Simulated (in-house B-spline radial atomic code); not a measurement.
A calculation on Nb⁴⁺: its settings, and results tabulated from the run. Computed with a B-spline radial code for spherical atoms: non-relativistic Hartree-Fock with fractional occupations, spin-polarised, spherical fractional occupations, point nucleus.

Command:
```bash
python run_scf.py task.json out
```
Settings:
```
Z                41
configuration    [Kr] 4d1
hamiltonian      nr
method           hf,
spin_polarised   True
```

Output (hartree, bohr):
```
 radial grid: 50 intervals, B-splines of order 8, outer radius 22.1277 bohr

 iter        energy (Eh)    residual
    1       -3745.330200    5.65e-01
    2       -3749.757616    1.98e-01
    3       -3750.363237    5.07e-02
    4       -3750.416223    1.35e-02
    5       -3750.421606    7.26e-03
    6       -3750.422397    7.12e-04
    7       -3750.422404    9.56e-05
    8       -3750.422404    2.06e-05
    9       -3750.422404    3.19e-06
   10       -3750.422404    1.26e-07

 total energy                     -3750.42240
 kinetic                            3750.4224
 electron-nucleus                  -8871.7014
 Hartree                            1484.5302
 exact exchange                     -113.6736

 orbital      occ     eigenvalue          <r>       <r^2>       <1/r>     <1/r^3>     <1/r^2>       r_max
 1s up      1.000      -687.2381    0.0371939  0.00185173      40.488           -     3291.84     0.02461
 1s down    1.000      -687.2386    0.0371939  0.00185173      40.488           -     3291.84     0.02461
 2s up      1.000       -98.7909     0.162551   0.0310827      9.1341           -      339.57      0.1374
 2s down    1.000       -98.7826     0.162545   0.0310801     9.13451           -     339.599      0.1374
 2p up      3.000       -90.6378     0.139798   0.0238292     9.09417     2124.11     112.322      0.1085
 2p down    3.000       -90.6300     0.139788   0.0238257     9.09467     2124.37     112.333      0.1084
 3s up      1.000       -19.0429     0.451434    0.233105      3.1609           -     61.1377      0.4047
 3s down    1.000       -19.0394     0.451404    0.233052     3.16079           -      61.127      0.4047
 3p up      3.000       -15.8786     0.448007    0.233161     3.05902     346.614     19.9843      0.3934
 3p down    3.000       -15.8739     0.447968    0.233086     3.05883     346.501     19.9796      0.3934
 3d up      5.000       -10.1253     0.430372    0.222369     2.85897     50.0737     10.3835      0.3353
 3d down    5.000       -10.1133     0.430574    0.222556     2.85759     50.0109      10.374      0.3355
 4s up      1.000        -4.2619      1.16731     1.53445     1.14228           -     9.87274       1.049
 4s down    1.000        -4.2108      1.16355     1.52449     1.14675           -     9.96306       1.047
 4p up      3.000        -3.2444      1.26588     1.81756     1.04133     46.8753     3.08006       1.118
 4p down    3.000        -3.1772      1.26168     1.80565     1.04553     47.3474       3.107       1.115
 4d up      1.000        -1.4418       1.6891     3.31715     0.76415     3.89169     1.08051       1.394
```

Cost of the run: 0.26 s on 1 thread of Arm Neoverse V1, on a shared host.

Caution: exact exchange at fractional occupations of open shells leaves self-interaction of up to several eV.
